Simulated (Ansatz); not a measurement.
Relaxation of CaTe₂ with RKS r2SCAN-D4/def2-TZVP.

```sh
$ ansatz run in.yaml --threads 4 --pin off --events-out ev --progress --plain --max-ram 3916MiB
```

```yaml
crystal:
  periodic: [false, false, false]
  atoms:
    - {symbol: Ca, position_ang: [-1.733120, -0.595900, 1.469060]}
    - {symbol: Te, position_ang: [1.815660, -0.403800, -1.342880]}
    - {symbol: Te, position_ang: [-0.082540, 0.999700, -0.126180]}
basis:
  gaussian: {orbitals: def2-TZVP}
hamiltonian: {xc: r2scan, dispersion: d4}
scf: {lower_state_search: "off"}
output: {orbitals: {seedname: orbitals}}
relax: {f_tol: 0.02, max_steps: 100}
```

It took 26 s on 4 threads of Intel Xeon on a shared host.

Positions (Å) and forces (eV/Å) at steps 1, 2, 3, 4, 5, 6, 7, 8 of 8:

```xyz
3
step=1 energy=-33030.4219 eV
Ca   -1.733   -0.596    1.469    0.055   -0.144   -0.016
Te    1.816   -0.404   -1.343    0.125   -0.263   -0.047
Te   -0.083    1.000   -0.126   -0.180    0.407    0.063
3
step=2 energy=-33030.5064 eV
Ca   -1.641   -0.651    1.407    0.265   -0.031   -0.201
Te    1.745   -0.477   -1.274   -0.188   -0.117    0.169
Te   -0.104    1.129   -0.134   -0.077    0.148    0.032
3
step=3 energy=-33030.7347 eV
Ca   -1.489   -0.706    1.299    0.643   -0.074   -0.489
Te    1.611   -0.553   -1.154   -0.302   -0.472    0.326
Te   -0.122    1.259   -0.145   -0.341    0.546    0.163
3
step=4 energy=-33031.2125 eV
Ca   -1.334   -0.749    1.186    1.097   -0.054   -0.847
Te    1.484   -0.631   -1.040   -0.686   -0.623    0.656
Te   -0.150    1.380   -0.146   -0.410    0.677    0.192
3
step=5 energy=-33031.7716 eV
Ca   -1.180   -0.779    1.071    0.968   -0.308   -0.698
Te    1.359   -0.699   -0.929   -0.848   -0.421    0.743
Te   -0.179    1.478   -0.142   -0.120    0.728   -0.045
3
step=6 energy=-33032.1682 eV
Ca   -1.030   -0.838    0.966    0.249   -0.001   -0.194
Te    1.220   -0.762   -0.809   -0.214   -0.072    0.181
Te   -0.190    1.600   -0.157   -0.035    0.073    0.013
3
step=7 energy=-33032.1752 eV
Ca   -1.004   -0.843    0.946   -0.035    0.012    0.025
Te    1.203   -0.782   -0.792   -0.029    0.118    0.000
Te   -0.200    1.625   -0.154    0.064   -0.130   -0.025
3
step=8 energy=-33032.1770 eV
Ca   -1.009   -0.844    0.950    0.003    0.002   -0.003
Te    1.202   -0.771   -0.793    0.000   -0.004    0.001
Te   -0.193    1.614   -0.157   -0.003    0.002    0.002
```

In the def2 sets Te takes a core potential; there is no spin–orbit coupling. The structure comes from a short search, and lower isomers may exist.
